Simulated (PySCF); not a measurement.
A mixed set of molecules.

All values: B3LYP/def2-SVPD (PySCF) at GFN2-xTB geometries, gas phase, one conformer each. Core orbitals are frozen in the response; Δα² is half the sum of the squared differences of the principal polarisabilities.

Problem. Rank by mean static polarisability, highest first.
A. `C[C@H]1CCN(C)N1`
B. `CC(C)(C)/C=N/N`
C. `NCC[C@@H](N)C=C`
D. `CN/N=C/CCC`

Solution. D (12.64 Å³), B (12.28 Å³), C (12.00 Å³), A (11.23 Å³).

Problem. Rank by HOMO–LUMO gap, lowest first.
A. `CC(C)(C)/C=N/N`
B. `C=CN(C)NCC`
C. `C=C[C@@H](F)CCC`
D. `C[C@H]1CCN(C)N1`

Solution. B (5.84 eV), A (6.32 eV), D (6.49 eV), C (7.37 eV).

All values together:

```
         SMILES  formula  μ (D)  HOMO (eV)  LUMO (eV)  α (Å³)  Δα (Å³)  electrons  α per electron (Å³)
     C=CN(C)NCC  C5H12N2   0.55      -5.49       0.35   12.33     3.71         56                0.220
     CCC/C=N/NC  C5H12N2   1.58      -5.82       0.06   12.64     6.35         56                0.226
C[C@H]1CCN(C)N1  C5H12N2   1.69      -6.11       0.38   11.23     2.24         56                0.200
 CC(C)(C)/C=N/N  C5H12N2   1.68      -6.25       0.07   12.28     4.55         56                0.219
 C=C[C@H](N)CCN  C5H12N2   1.54      -6.45      -0.09   12.00     2.90         56                0.214
C=C[C@@H](F)CCC   C6H11F   1.72      -7.43      -0.06   11.27     4.52         56                0.201
```

Conformers: `[CH2:1]=[CH:2][N:3]([CH3:4])[NH:5][CH2:6][CH3:7]` with C1–C2–N3–C4 159°, C2–N3–N5–C6 -90°, N3–N5–C6–C7 -179°; `[CH3:1][CH2:2][CH2:3]/[CH:4]=[N:5]/[NH:6][CH3:7]` with C1–C2–C3–C4 -65°, C2–C3–C4–N5 116°, C4–N5–N6–C7 -158°; `[CH3:1][C@H:2]1[CH2:3][CH2:4][N:5]([CH3:6])[NH:7]1` with C1–C2–C3–C4 123°, C2–C3–C4–N5 19°, C3–C4–N5–C6 88°, C4–N5–N7–C2 34°; `[CH3:1][C:2]([CH3:3])([CH3:4])/[CH:5]=[N:6]/[NH2:7]` with C5–N6–N7–H 18° and 154°; `[CH2:1]=[CH:2][C@H:3]([NH2:4])[CH2:5][CH2:6][NH2:7]` with C1–C2–C3–N4 -125°, C2–C3–N4–H 57° and 177°, C2–C3–C5–C6 -63°, C3–C5–C6–N7 180°, C5–C6–N7–H 58° and -60°; `[CH2:1]=[CH:2][C@@H:3]([F:4])[CH2:5][CH2:6][CH3:7]` with C1–C2–C3–F4 -4°, C2–C3–C5–C6 176°, C3–C5–C6–C7 180°.
